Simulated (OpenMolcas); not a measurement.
Fe IV: effect of the level shift or regulariser

| Property | Result |
| --- | --- |
| Program | OpenMolcas 26.06 |
| Basis | ANO-RCC-VTZP [6s5p3d2f1g] |
| Scalar Hamiltonian | DKH2, point nucleus |
| Active space | 5 electrons in 5 orbitals (3d) |
| State averaging | 2S+1 = 6 even, 1 root; 2S+1 = 4 even, 24 roots; 2S+1 = 2 even, 75 roots |
| Spin-orbit coupling | RASSI with atomic mean-field integrals over the reference wave functions, term energies averaged over their components |

Methods on the same reference wave functions:
A. CASSCF
B. MS-CASPT2, IPEA 0.25 Eh, imaginary shift 0.1 Eh (closed shells correlated: 3s 3p)
C. MS-CASPT2, IPEA 0.25 Eh, real shift 0.2 Eh (closed shells correlated: 3s 3p)
D. MS-CASPT2, IPEA 0.25 Eh, sigma2 regulariser 0.3 Eh (closed shells correlated: 3s 3p)

Energies in cm⁻¹ above 3d⁵ ⁶S_5/2, the measured ground level; measured values from Corliss and Sugar, J. Phys. Chem. Ref. Data 11, 135 (1982).

| Level | A | B | C | D | Measured |
| --- | --- | --- | --- | --- | --- |
| 3d⁵ ⁶S_5/2 | 0.0 | 0.0 | 0.0 | 0.0 | 0.0 |
| 3d⁵ ⁴G_5/2 | 37183 | 33330 | 33340 | 33330 |  |
| 3d⁵ ⁴G_7/2 | 37208 | 33360 | 33370 | 33360 |  |
| 3d⁵ ⁴G_11/2 | 37214 | 33370 | 33380 | 33370 | 32246 |
| 3d⁵ ⁴G_9/2 | 37223 | 33380 | 33390 | 33380 |  |
| 3d⁵ ⁴P_5/2 | 42765 | 36850 | 36860 | 36850 | 35254 |
| 3d⁵ ⁴P_3/2 | 42836 | 36930 | 36940 | 36930 | 35333 |
| 3d⁵ ⁴P_1/2 | 42921 | 37020 | 37030 | 37020 | 35407 |
| 3d⁵ ⁴D_7/2 | 46226 | 40030 | 40040 | 40030 | 38779 |
| 3d⁵ ⁴D_1/2 | 46307 | 40110 | 40120 | 40110 | 38897 |
| 3d⁵ ⁴D_3/2 | 46372 | 40180 | 40190 | 40180 |  |
| 3d⁵ ⁴D_5/2 | 46388 | 40200 | 40210 | 40200 |  |
| 3d⁵ ²I_11/2 | 52935 | 48790 | 48800 | 48790 |  |
| 3d⁵ ²I_13/2 | 52996 | 48870 | 48870 | 48870 |  |
| 3d⁵ ²D_5/2(1) [69 %] | 59447 | 51760 | 51780 | 51760 | 49542 |
| 3d⁵ ²D_3/2(1) | 60058 | 52270 | 52280 | 52270 | 50051 |
| 3d⁵ ²F_7/2(1) | 61247 | 53860 | 53870 | 53860 | 51394 |
| 3d⁵ ²F_5/2(1) [59 %] | 61957 | 54470 | 54480 | 54470 | 52167 |
| 3d⁵ ⁴F_9/2 | 62244 | 54690 | 54710 | 54690 | 52621 |
| 3d⁵ ⁴F_7/2 | 62298 | 54750 | 54760 | 54750 | 52695 |
| 3d⁵ ⁴F_5/2 [74 %] | 62466 | 54910 | 54920 | 54910 |  |
| 3d⁵ ⁴F_3/2 | 62476 | 54910 | 54930 | 54910 |  |
| 3d⁵ ²H_9/2 | 64936 | 58460 | 58470 | 58460 | 56058 |
| 3d⁵ ²H_11/2 | 65174 | 58870 | 58880 | 58870 | 56369 |

Deviations, from unrounded energies. A percentage is the sum of absolute deviations over the sum of measured energies, with the sign that they share, or ± where signs differ.

```tsv
Against measurement	Levels	A	B	C	D
mean absolute deviation (cm-1)	14	8500	1900	1900	1900
other terms of the ground configuration (%)	14	+18.7	+4.2	+4.2	+4.2
```

B, C, D lie about equally close to measurement and A furthest from it. The largest miss of D in the table is 3d⁵ ²H_11/2, by +2500 cm-1. The ranking rests on the paired levels alone, and a cruder setting can come out closer through cancelling errors.

Among B to D the level of the table that moves most is 3d⁵ ⁴F_3/2, by 15 cm-1 (lowest in D, highest in C). Moves below CASPT2's spread within the term are not significant.

The mean deviations of B to D differ by less than CASPT2's widest spread within a term (560 cm-1), so their order carries little weight.

From A to B the spin-free energies of the other terms of 3d⁵ shown, above ⁶S, scale by factors of 0.86 to 0.92, as is usual when dynamic correlation screens the repulsion within a d or f shell.

The lowest spin-free term lies below A's lowest term by 0.373 hartree in B, 0.373 hartree in C, 0.373 hartree in D.

CASPT2 does not keep the components of a term degenerate, so their means are used; among the terms shown or strongly mixed into the levels shown the widest spread is 560 cm-1 (3d⁵ ⁴F, D). Without dynamic correlation excited terms often stand tens of per cent too high (terms of higher spin than the ground term too low), and those without a measured partner can miss by more than the paired ones (holds for A). Blocks of more than 70 roots (2S+1 = 2 even) ran without multistate coupling (holds for B; C; D). Computed and measured levels are paired by configuration, term and J; levels that our copy of the source lacks, or whose pairing is in doubt (as where it misses far off the trend of its configuration), stay unpaired and out of the deviations. Levels of configurations outside the active space are missing. The table leaves out levels that lie high or whose names do not pair safely across all columns.

A share in square brackets marks a mixed level and gives the weight of the term that names it, the lowest over the columns. A number in round brackets counts repeated terms of one configuration in the order of the reference energies.
